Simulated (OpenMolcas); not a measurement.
How basis sets differ on CuOH (SMILES [Cu]O)

CuOH has 3 atoms, charge 0, and is taken as a singlet. SMILES: `[Cu]O`. Geometry: relaxed at PBE0-D4/def2-TZVP.

```tsv
atom	x (Å)	y (Å)	z (Å)
Cu	-1.1528	0.2853	-0.5969
O	0.4129	0.3078	0.2600
H	0.7399	-0.5931	0.3369
```

Each level gives the dipole moment (D). The values are calculated.

| level | kind | program | value (D) | CPU time |
| --- | --- | --- | --- | --- |
| HF/ANO-R0 (sfX2C) | Hartree–Fock | OpenMolcas | 3.02 | 3.9 s |
| HF/ANO-RCC-MB (DKH2) | Hartree–Fock | OpenMolcas | 5.18 | 1.8 s |
| HF/3-21G | Hartree–Fock | OpenMolcas | 3.61 | 2.5 s |
| HF/pc-1 | Hartree–Fock | OpenMolcas | 5.51 | 3.1 s |
| HF/cc-pVTZ | Hartree–Fock | OpenMolcas | 5.36 | 22 s |

The values span 3.02 to 5.51 D. Magnitudes only. Sets without polarisation functions give poor dipoles. CPU times are rough (shared hosts, several kinds of processor): they show what a rung costs within a factor of a few.
